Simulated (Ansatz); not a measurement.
Ideal-gas functions of AsBH5N, SMILES `B[AsH]N` at 298.15 K and 1 bar, from an Ansatz frequency run at PBE0-D4/def2-TZVP.

Molar mass 104.78 g/mol, point group C1 (symmetry number 1), electronic degeneracy 1, moments of inertia 34.953, 77.067, 105.782 u Å². Harmonic wavenumbers (cm⁻¹, unscaled): 162, 214, 338, 404, 580, 617, 700, 734, 834, 926, 998, 1158, 1595, 2215, 2588, 2688, 3555, 3651.

Use S(trans) = R[1.5 ln M + 2.5 ln T − 1.1517]; rotational temperatures θ = 24.2544 K / I; S(rot) = R[ln(√π/σ · √(T³/θAθBθC)) + 1.5]; for each mode x = 1.438777 ν̃/T, S = R[x/(eˣ − 1) − ln(1 − e⁻ˣ)] and H = RT x/(eˣ − 1); 1 cm⁻¹ = 0.0119627 kJ/mol; R = 8.31446 J/(mol·K).

Question: By hand: the entropy, in J/(mol·K).

Answer: Translation 166.9. Rotation: θ = 0.6939, 0.3147, 0.2293 K, giving 100.7. Vibration, mode by mode: 10.57, 8.41, 5.11, 3.97, 2.03, 1.76, 1.28, 1.12, 0.76, 0.53, 0.39, 0.21, 0.03, 0.00, 0.00, 0.00, 0.00, 0.00, in all 36.2. Electronic 0.0. Sum 303.8 J/(mol·K).

Question: By hand: H − E and G − E in kJ/mol, counted from the electronic energy.

Answer: Zero-point energy ½ × 23957 × 0.0119627 = 143.3; thermal vibration 6.7; translation, rotation and pV give 4 RT = 9.9. H − E = 159.9 kJ/mol, and G − E = 159.9 − 298.15 × 303.8/1000 = 69.3 kJ/mol.

Vibration gives 12 % of the entropy. The sum counts one conformer and one mirror image; others add a mixing term.
